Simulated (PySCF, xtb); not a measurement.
C2H3N3, SMILES c1nc[nH]n1.

GFN2-xTB in xtb 6.7.1 at its own geometry gives an orbital gap of 4.27 eV and a dipole moment of 3.03 D.

The structure is a stationary point at TPSSh-D3(BJ)/def2-SVP.

Problem. What does r2SCAN/def2-TZVP (PySCF) give? (An estimate is asked for; the answer gives what the named calculation found.)

Solution. gap 6.05 eV (levels -6.92 and -0.88 eV), dipole 2.88 D.
